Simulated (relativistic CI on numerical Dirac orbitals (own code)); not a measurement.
# Cu⁴⁺: computed level list

Computed by Dirac-Coulomb-Breit CI, KLI orbitals optimised for each configuration, model QED, valence Slater integrals scaled by 0.85, P86 correlation estimate, and configurations built on the next ion tied to the tabulated ionisation energy (semi-empirical) (own radial code, finite nucleus).

CI space (outside the closed core [Ne]): 3s2 3p6 3d7, 3s2 3p6 3d6 4s, 3s2 3p6 3d6 4p, 3s2 3p6 3d6 4d, 3s2 3p6 3d6 5s, 3s2 3p6 3d6 4f, 3s2 3p5 3d8, 3s2 3p6 3d6 5p, 3s2 3p6 3d5 4s2, 3s2 3p6 3d6 5d, 3s2 3p6 3d5 4s 4p, 3s2 3p6 3d6 5f, 3s2 3p6 3d6 5g, 3s2 3p4 3d9, 3s 3p6 3d8, 3s2 3p6 3d5 4p2, 3s2 3p6 3d5 4s 4d. Levels of other configurations are missing.

The lowest level is 3s2 3p6 3d7 4F_9/2, with 99 % of that term; Hund's rules for 3s2 3p6 3d7 give 4F with J = 9/2, in agreement.

| No. | Configuration | Term | J | E (cm⁻¹) | % | Landé g |
| --- | --- | --- | --- | --- | --- | --- |
| 1 | 3s2 3p6 3d7 | 4F | 9/2 | 0.0 | 99 | 1.332 |
| 2 | 3s2 3p6 3d7 | 4F | 7/2 | 1577.8 | 100 | 1.238 |
| 3 | 3s2 3p6 3d7 | 4F | 5/2 | 2686.9 | 99 | 1.029 |
| 4 | 3s2 3p6 3d7 | 4F | 3/2 | 3429.6 | 99 | 0.401 |
| 5 | 3s2 3p6 3d7 | 4P | 5/2 | 19390.0 | 99 | 1.597 |
| 6 | 3s2 3p6 3d7 | 4P | 3/2 | 19514.4 | 85 | 1.676 |
| 7 | 3s2 3p6 3d7 | 4P | 1/2 | 20437.1 | 94 | 2.562 |
| 8 | 3s2 3p6 3d7 | 2G | 9/2 | 21127.0 | 97 | 1.106 |
| 9 | 3s2 3p6 3d7 | 2G | 7/2 | 22591.7 | 100 | 0.889 |
| 10 | 3s2 3p6 3d7 | 2P | 3/2 | 24460.7 | 72 | 1.311 |
| 11 | 3s2 3p6 3d7 | 2P | 1/2 | 25775.8 | 94 | 0.773 |
| 12 | 3s2 3p6 3d7 | 2D | 5/2 | 27684.9 | 98 | 1.203 |
| 13 | 3s2 3p6 3d7 | 2H | 11/2 | 29325.0 | 100 | 1.090 |
| 14 | 3s2 3p6 3d7 | 2D | 3/2 | 30100.0 | 85 | 0.877 |
| 15 | 3s2 3p6 3d7 | 2H | 9/2 | 30693.4 | 97 | 0.914 |
| 16 | 3s2 3p6 3d7 | 2F | 5/2 | 46595.3 | 99 | 0.858 |
| 17 | 3s2 3p6 3d7 | 2F | 7/2 | 47167.0 | 99 | 1.142 |
| 18 | 3s2 3p6 3d7 | 2D | 3/2 | 70590.9 | 99 | 0.799 |
| 19 | 3s2 3p6 3d7 | 2D | 5/2 | 71492.1 | 99 | 1.199 |
| 20 | 3d6(5D) 4s | 6D | 9/2 | 188342.1 | 99 | 1.555 |
| 21 | 3d6(5D) 4s | 6D | 7/2 | 189371.2 | 99 | 1.587 |
| 22 | 3d6(5D) 4s | 6D | 5/2 | 190111.2 | 99 | 1.657 |
| 23 | 3d6(5D) 4s | 6D | 3/2 | 190616.5 | 99 | 1.867 |
| 24 | 3d6(5D) 4s | 6D | 1/2 | 190912.1 | 99 | 3.334 |
| 25 | 3d6(5D) 4s | 4D | 7/2 | 199169.7 | 99 | 1.428 |
| 26 | 3d6(5D) 4s | 4D | 5/2 | 200352.7 | 99 | 1.371 |
| 27 | 3d6(5D) 4s | 4D | 3/2 | 201106.9 | 99 | 1.200 |
| 28 | 3d6(5D) 4s | 4D | 1/2 | 201538.7 | 99 | 0.002 |
| 29 | 3d6(3H) 4s | 4H | 13/2 | 218014.3 | 99 | 1.230 |
| 30 | 3d6(3H) 4s | 4H | 11/2 | 218443.8 | 97 | 1.135 |
| 31 | 3d6(3H) 4s | 4H | 9/2 | 218800.2 | 95 | 0.978 |
| 32 | 3d6(3H) 4s | 4H | 7/2 | 219109.0 | 96 | 0.678 |
| 33 | 3d6(3P) 4s | 4P | 5/2 | 220558.4 | 99 | 1.599 |
| 34 | 3d6(3F) 4s | 4F | 9/2 | 221979.8 | 87 | 1.307 |
| 35 | 3d6(3F) 4s | 4F | 7/2 | 222497.9 | 89 | 1.209 |
| 36 | 3d6(3F) 4s | 4F | 5/2 | 222892.0 | 94 | 1.003 |
| 37 | 3d6(3P) 4s | 4P | 3/2 | 222945.7 | 91 | 1.696 |
| 38 | 3d6(3F) 4s | 4F | 3/2 | 223209.3 | 99 | 0.407 |
| 39 | 3d6(3H) 4s | 2H | 11/2 | 224159.4 | 70 | 1.141 |
| 40 | 3d6(3P) 4s | 4P | 1/2 | 224555.0 | 97 | 2.641 |
| 41 | 3d6(3H) 4s | 2H | 9/2 | 225235.4 | 90 | 0.937 |
| 42 | 3d6(3G) 4s | 4G | 11/2 | 225718.6 | 69 | 1.217 |
| 43 | 3d6(3G) 4s | 4G | 9/2 | 226222.9 | 86 | 1.165 |
| 44 | 3d6(3G) 4s | 4G | 7/2 | 226537.9 | 84 | 1.008 |
| 45 | 3d6(3G) 4s | 4G | 5/2 | 226620.8 | 88 | 0.615 |

Energies count from the lowest computed level. Percentages are summed over parent terms; the parents shown are those of the largest component, closed shells are left out there.

The mean weight of the leading LS term, summed over parents, in these 45 levels is 94 %, and that of the leading jj configuration (from the same eigenvectors) 54 %, so LS coupling describes them better.

Configurations that consist of the next ion and one excited electron were tied to the tabulated ionisation energy; Rydberg ones are usually within 1,000 to 3,000 cm⁻¹ and the lowest ones within about 6,000 (9,000 in d shells), while levels on excited terms of the next ion carry the error of that term, and the other configurations can be misplaced by 10,000 cm⁻¹ or more. Rates follow the energies as ν³ (E1, M1) or ν⁵ (E2), so rates, branching and lifetimes can be off by large factors. 63 of the 63 excited levels that our extract of the measured tables holds in this range could be paired (the sources list more); they are missed by 1480 cm⁻¹ on average and 6247 at most, and levels without a partner can miss by more.

Landé's interval rule says that E(J) − E(J−1) = AJ with one A. For the ground term the intervals give A = -297.1, -316.9, -350.6 cm⁻¹ for J = 5/2, 7/2, 9/2; the multiplet is inverted.
